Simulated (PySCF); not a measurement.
# Basis-set dependence of population analyses: `[SiH3]O[Si@@H](Cl)CCl`

CH₆Cl₂OSi₂.
Structure used (PBE0-D3(BJ)/def2-SVP), in Å, numbered top down from 1:
```xyz
12
CH6Cl2OSi2 angstrom
Si     1.7991    0.9169   -0.1899
O      1.0319   -0.5493    0.0153
Si    -0.3736   -1.2903    0.4064
Cl    -0.1151   -2.3865    2.1365
C     -1.6927   -0.0062    0.7835
Cl    -1.8219    1.0952   -0.6257
H      3.2521    0.7022    0.0542
H      1.5870    1.4085   -1.5793
H      1.2697    1.9100    0.7911
H     -0.7840   -2.2114   -0.6778
H     -2.6775   -0.4636    0.9581
H     -1.4298    0.5947    1.6664
```

PBE0 throughout (PySCF), one geometry, spherical d and f functions. Geometry: PBE0-D3(BJ)/def2-SVP, one conformer, isolated molecule. Atoms taken as equivalent share a column and are averaged. The first 7 of 10 kinds of atom are listed.

Mulliken charges (e):

| basis | functions | Si1 | O2 | Si3 | Cl4 | C5 | Cl6 | H7/H8/H9 |
| --- | --- | --- | --- | --- | --- | --- | --- | --- |
| STO-3G | 52 | +0.674 | -0.521 | +0.890 | -0.367 | -0.295 | -0.162 | -0.118 |
| 6-31G | 82 | +0.875 | -0.957 | +1.097 | -0.294 | -0.851 | +0.030 | -0.117 |
| pcSseg-0 | 82 | +0.811 | -1.026 | +1.402 | -0.394 | -1.122 | -0.026 | -0.089 |
| 6-31G* | 112 | +0.602 | -0.663 | +0.847 | -0.274 | -0.678 | -0.049 | -0.079 |
| cc-pVDZ | 130 | +0.436 | -0.502 | +0.645 | -0.235 | -0.264 | -0.113 | -0.054 |
| def2-SVP | 130 | +0.572 | -0.574 | +0.808 | -0.272 | -0.296 | -0.151 | -0.089 |
| aug-cc-pVDZ | 208 | -0.271 | -1.046 | +0.867 | -0.415 | +0.033 | -0.126 | +0.266 |
| 6-311+G(2d,p) | 230 | +0.672 | -0.978 | +1.004 | -0.231 | -0.708 | +0.049 | -0.058 |
| def2-TZVP | 246 | +0.273 | -0.369 | +0.503 | -0.243 | -0.270 | -0.138 | -0.023 |
| cc-pVTZ | 280 | +0.258 | -0.323 | +0.497 | -0.231 | -0.233 | -0.143 | -0.026 |
| IGLO-III | 306 | +0.850 | -0.622 | +1.078 | -0.376 | -0.545 | -0.034 | -0.173 |
| pcSseg-2 | 328 | +0.781 | -0.708 | +0.900 | -0.285 | -0.248 | -0.154 | -0.132 |

IAO charges (e):

```csv
basis,functions,Si1,O2,Si3,Cl4,C5,Cl6,H7/H8/H9
STO-3G,52,+0.774,-0.693,+0.973,-0.306,-0.517,-0.072,-0.126
6-31G,82,+0.698,-0.792,+1.011,-0.301,-0.570,-0.078,-0.092
pcSseg-0,82,+0.695,-0.794,+1.035,-0.300,-0.588,-0.073,-0.091
6-31G*,112,+0.833,-0.853,+1.142,-0.324,-0.566,-0.082,-0.130
cc-pVDZ,130,+0.823,-0.849,+1.135,-0.321,-0.554,-0.085,-0.128
def2-SVP,130,+0.842,-0.848,+1.147,-0.317,-0.554,-0.079,-0.135
aug-cc-pVDZ,208,+0.825,-0.856,+1.142,-0.326,-0.556,-0.090,-0.127
"6-311+G(2d,p)",230,+0.860,-0.875,+1.171,-0.327,-0.572,-0.085,-0.136
def2-TZVP,246,+0.871,-0.880,+1.187,-0.330,-0.576,-0.083,-0.139
cc-pVTZ,280,+0.856,-0.873,+1.175,-0.329,-0.572,-0.085,-0.135
IGLO-III,306,+0.868,-0.878,+1.178,-0.326,-0.576,-0.081,-0.138
pcSseg-2,328,+0.869,-0.878,+1.183,-0.329,-0.577,-0.083,-0.138
```

Hirshfeld charges (e):

```csv
basis,functions,Si1,O2,Si3,Cl4,C5,Cl6,H7/H8/H9
STO-3G,52,+0.460,-0.316,+0.591,-0.300,-0.012,-0.187,-0.081
6-31G,82,+0.388,-0.354,+0.423,-0.161,-0.113,-0.054,-0.067
pcSseg-0,82,+0.407,-0.335,+0.443,-0.157,-0.121,-0.048,-0.075
6-31G*,112,+0.370,-0.304,+0.395,-0.147,-0.106,-0.061,-0.071
cc-pVDZ,130,+0.373,-0.291,+0.402,-0.134,-0.125,-0.040,-0.076
def2-SVP,130,+0.379,-0.292,+0.400,-0.124,-0.130,-0.032,-0.079
aug-cc-pVDZ,208,+0.381,-0.322,+0.414,-0.126,-0.146,-0.024,-0.075
"6-311+G(2d,p)",230,+0.384,-0.319,+0.407,-0.124,-0.140,-0.029,-0.076
def2-TZVP,246,+0.377,-0.308,+0.404,-0.123,-0.139,-0.031,-0.076
cc-pVTZ,280,+0.374,-0.303,+0.405,-0.128,-0.137,-0.034,-0.076
IGLO-III,306,+0.371,-0.309,+0.399,-0.114,-0.146,-0.020,-0.075
pcSseg-2,328,+0.382,-0.316,+0.412,-0.125,-0.144,-0.028,-0.076
```

Some averages cover members that differ in this geometry, most widely: H7/H8/H9, Mulliken in aug-cc-pVDZ +0.243 to +0.293 e.

Which scheme is steadiest as the basis changes?

Largest range over the bases for any column: Hirshfeld 0.20 e, IAO 0.21 e, Mulliken 1.16 e. Hirshfeld charges move least and Mulliken charges most, counted in e. Without the minimal STO-3G basis the ranges are Hirshfeld 0.06, IAO 0.18, Mulliken 1.16 e.

How much do the charges still move between the two largest bases, IGLO-III and pcSseg-2?

At most, over all atoms: Mulliken 0.298 e, IAO 0.004 e, Hirshfeld 0.013 e.

What do the same runs give for the total energy, the frontier levels and the dipole moment?

| basis | energy (Eh) | HOMO (eV) | LUMO (eV) | μ (D) |
| --- | --- | --- | --- | --- |
| STO-3G | -1597.5585 | -5.11 | 3.53 | 1.18 |
| 6-31G | -1615.5360 | -8.44 | -0.18 | 1.54 |
| pcSseg-0 | -1613.7501 | -8.57 | -0.15 | 1.34 |
| 6-31G* | -1615.6989 | -8.30 | 0.07 | 0.86 |
| cc-pVDZ | -1615.7795 | -8.25 | 0.15 | 0.81 |
| def2-SVP | -1615.2205 | -8.22 | 0.35 | 0.88 |
| aug-cc-pVDZ | -1615.7971 | -8.35 | -0.38 | 0.70 |
| 6-311+G(2d,p) | -1615.8663 | -8.37 | -0.37 | 0.73 |
| def2-TZVP | -1615.8886 | -8.32 | -0.08 | 0.71 |
| cc-pVTZ | -1615.8974 | -8.32 | -0.03 | 0.71 |
| IGLO-III | -1615.8776 | -8.26 | 0.04 | 0.72 |
| pcSseg-2 | -1615.9182 | -8.39 | -0.18 | 0.75 |

The dipole is fixed by the density alone, so its range of 0.84 D shows that the density itself changes with the basis, not only its division among atoms.
